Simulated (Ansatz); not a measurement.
Two isomers of CH4InO: A = `[CH3][In][OH]`•, B = `C[O][InH]`•.

Program: Ansatz. Geometries: PBE0-D4/def2-TZVP. ΔE: electronic, gas phase. CCSD(T)/CBS adds triple-zeta CCSD(T) − MP2 to the extrapolated MP2 energy (def2 sets, frozen cores). Functionals use def2-TZVPP. Open shells (•) are unrestricted, without spin–orbit coupling. Elements past krypton have def2 core potentials. For In outer-core shells are correlated without core-valence functions, which leaves a few kJ/mol of doubt a bond. One conformer a species, not always the lowest.

(1) Which is lower in electronic energy at CCSD(T)/CBS, and by how much? (Best estimate.)

(2) Give E(B) − E(A) in kcal/mol with ωB97M-V, CCSD(T)/def2-TZVPP, CCSD(T)/def2-SVP, HF/def2-TZVPP, B2PLYP, r2SCAN-D4, LDA (SPW92). (Best estimate.)

(3) Does the order hold for the free energy at 298.15 K (harmonic terms from PBE0-D4)? (Estimate.)

Largest T1 diagnostic: 0.020.

Answers

(1) The calculation gave: A, by 24.9 kcal/mol.

(2) Computed: ωB97M-V 23.0, CCSD(T)/def2-TZVPP 23.5, CCSD(T)/def2-SVP 17.4, HF/def2-TZVPP 18.6, B2PLYP 23.7, r2SCAN-D4 23.1, LDA (SPW92) 21.8. None reverses the order clearly.

(3) Ansatz gave: Yes: G(B) − G(A) = +24.3 kcal/mol, for one conformer each. Modes under 60 cm⁻¹, often nearly free rotors, make the harmonic entropy too high.

In def2-TZVPP, CCSD(T) changes the Hartree–Fock value by +5.0 kcal/mol (the triples alone add +0.4 kcal/mol) and MP2 by +7.3 kcal/mol. At CCSD(T), def2-SVP lies −7.5 kcal/mol from the extrapolated value and def2-TZVPP −1.4 kcal/mol.
